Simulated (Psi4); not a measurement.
H$_{3}$AlS$_{2}$, singlet, geometry from GFN2-xTB (such geometries of metal compounds can be far from the true shape); FNO-CCSD(T)/cc-pVDZ run with Psi4.

Here is a job for Psi4.
```
memory 2 GB

molecule mol {
0 1
Al   -0.478742   -0.313917    0.287557
H    -1.621652   -1.063339    0.974047
S     1.542903   -0.611876    1.059245
H     1.080320   -1.447295    1.987968
S    -0.978387    0.982036   -1.398322
H    -2.267276    0.668992   -1.275020
}

set {
  basis cc-pvdz
  reference rhf
  freeze_core true
}

energy('fno-ccsd(t)')
print_variables()
```

What the program printed (banner, timings and long lists left out):

```
   => Loading Basis Set <=

    Name: CC-PVDZ
    Role: ORBITAL
    Keyword: BASIS

         ---------------------------------------------------------
                                   SCF
               by Justin Turney, Rob Parrish, Andy Simmonett
                          and Daniel G. A. Smith
                              RHF Reference
         ---------------------------------------------------------

  ==> Geometry <==

    Molecular point group: c1
    Full point group: C1

    Geometry (in Angstrom), charge = 0, multiplicity = 1:

       Center              X                  Y                   Z               Mass
    ------------   -----------------  -----------------  -----------------  -----------------
         AL          -0.503233593779    -0.329976381391     0.302267807116    26.981538530000
         H           -1.646143593779    -1.079398381391     0.988757807116     1.007825032230
         S            1.518411406221    -0.627935381391     1.073955807116    31.972071174400
         H            1.055828406221    -1.463354381391     2.002678807116     1.007825032230
         S           -1.002878593779     0.965976618609    -1.383611192884    31.972071174400
         H           -2.291767593779     0.652932618609    -1.260309192884     1.007825032230

  Running in c1 symmetry.

  Rotational constants: A =      0.64556  B =      0.06688  C =      0.06060 [cm^-1]
  Rotational constants: A =  19353.41299  B =   2005.04240  C =   1816.81741 [MHz]
  Nuclear repulsion =  167.799879612528741

  Charge       = 0
  Multiplicity = 1
  Electrons    = 48
  Nalpha       = 24
  Nbeta        = 24

  ==> Algorithm <==

  SCF Algorithm Type is PK.
  DIIS enabled.
  MOM disabled.
  Fractional occupation disabled.
  Guess Type is SAD.
  Energy threshold   = 1.00e-08
  Density threshold  = 1.00e-08
  Integral threshold = 1.00e-12

  ==> Primary Basis <==

  Basis Set: CC-PVDZ
    Blend: CC-PVDZ
    Number of shells: 33
    Number of basis functions: 69
    Number of Cartesian functions: 72
    Spherical Harmonics?: true
    Max angular momentum: 2

  ==> Integral Setup <==

  Using in-core PK algorithm.
   Calculation information:
      Number of atoms:                   6
      Number of AO shells:              33
      Number of primitives:            165
      Number of atomic orbitals:        72
      Number of basis functions:        69

      Integral cutoff                 1.00e-12
      Number of threads:                 1

  Performing in-core PK
  Using 5834640 doubles for integral storage.
  We computed 148933 shell quartets total.
  Whereas there are 157641 unique shell quartets.

  ==> DiskJK: Disk-Based J/K Matrices <==

    J tasked:                  Yes
    K tasked:                  Yes
    wK tasked:                  No
    Schwarz Cutoff:          1E-12

  Minimum eigenvalue in the overlap matrix is 1.9112754823E-02.
  Reciprocal condition number of the overlap matrix is 4.9778539467E-03.
    Using symmetric orthogonalization.

  ==> Pre-Iterations <==

  SCF Guess: Superposition of Atomic Densities via on-the-fly atomic UHF (no occupation information).

   -------------------------
    Irrep   Nso     Nmo
   -------------------------
     A         69      69
   -------------------------
    Total      69      69
   -------------------------

  ==> Iterations <==

                        Total Energy        Delta E     RMS |[F,P]|

   @RHF iter SAD: -1038.25809507595295   -1.03826e+03   0.00000e+00
   @RHF iter   1: -1038.76526966537881   -5.07175e-01   3.67864e-03 ADIIS/DIIS
   @RHF iter   2: -1038.81136712091211   -4.60975e-02   1.35740e-03 ADIIS/DIIS
   @RHF iter   3: -1038.81757846836490   -6.21135e-03   3.09845e-04 ADIIS/DIIS
   @RHF iter   4: -1038.81832116140413   -7.42693e-04   6.48894e-05 DIIS
   @RHF iter   5: -1038.81835478869766   -3.36273e-05   1.80060e-05 DIIS
   @RHF iter   6: -1038.81835675330808   -1.96461e-06   3.85398e-06 DIIS
[...]
  @RHF Final Energy: -1038.81835689273817
    Total Energy =                      -1038.8183568927381657
      * MP2 total energy:                  -1039.148345499216
[...]
      0   0 1   -0.3700351332   -0.3700351332    0.0174887548        0
      1   1 1   -0.3718783669   -0.0018432337    0.0077698367        0
      2   2 1   -0.3730682824   -0.0011899155    0.0036814135        1
      3   3 1   -0.3730397551    0.0000285273    0.0007353682        0
      4   4 1   -0.3730000773    0.0000396779    0.0003118205        0
      5   5 1   -0.3730001835   -0.0000001062    0.0000750822        0
      6   6 1   -0.3730025467   -0.0000023632    0.0000226292        0
      7   7 1   -0.3730027798   -0.0000002331    0.0000071050        1
      8   8 1   -0.3730025647    0.0000002150    0.0000025948        0
      9   8 2   -0.3730025634    0.0000000014    0.0000005920        0
     10   8 3   -0.3730025747   -0.0000000114    0.0000001891        0
     11   8 4   -0.3730025774   -0.0000000027    0.0000000487        1

  CCSD iterations converged!

        T1 diagnostic:                         0.011655468942
        D1 diagnostic:                         0.033674631836

        OS MP2 FNO correction:                -0.000000000000
        SS MP2 FNO correction:                 0.000000000000
        MP2 FNO correction:                   -0.000000000000

        OS MP2 correlation energy:            -0.253447263280
        SS MP2 correlation energy:            -0.076541343198
        MP2 correlation energy:               -0.329988606478
      * MP2 total energy:                  -1039.148345499216

        OS MP2.5 correlation energy:          -0.272506028703
        SS MP2.5 correlation energy:          -0.077040931087
        MP2.5 correlation energy:             -0.349546959790
      * MP2.5 total energy:                -1039.167903852528

        OS MP3 correlation energy:            -0.291564794126
        SS MP3 correlation energy:            -0.077540518976
        MP3 correlation energy:               -0.369105313102
      * MP3 total energy:                  -1039.187462205840

        OS MP4(SDQ) correlation energy:       -0.297360375324
        SS MP4(SDQ) correlation energy:       -0.070809536286
        MP4(SDQ) correlation energy:          -0.372438265548
      * MP4(SDQ) total energy:             -1039.190795158286

        OS CCSD correlation energy:           -0.298879590671
        SS CCSD correlation energy:           -0.074122986709
        CCSD correlation energy:              -0.373002577380
      * CCSD total energy:                 -1039.191359470118

  Total time for CCSD iterations:        1.43 s (user)
                                         0.60 s (system)
                                            3 s (total)

  Time per iteration:                    0.12 s (user)
                                         0.05 s (system)
                                         0.27 s (total)

        ==> Resort (ov|vv) integrals for low-memory (T) computation <==

        *******************************************************
        *                                                     *
        *                      CCSD(T)                        *
        *                                                     *
        *******************************************************

        Using low-memory algorithm.

        num_threads:                      1
        memory requirements:        2.78 mb

        Number of abc combinations: 16215

        Computing (T) correction...

        % complete  total time
              10.0
              20.0
              30.0
              40.0
              50.0
              60.0
              70.0
              80.0
              90.0

        (T) energy                            -0.010020180595

        CCSD(T) correlation energy            -0.383022757975
      * CCSD(T) total energy               -1039.201379650713

  Variable Map:
  ----------------------------------------------------------------------------
[...]
  Array Variable Map:
  ----------------------------------------------------------------------------
[...]
[...]
```
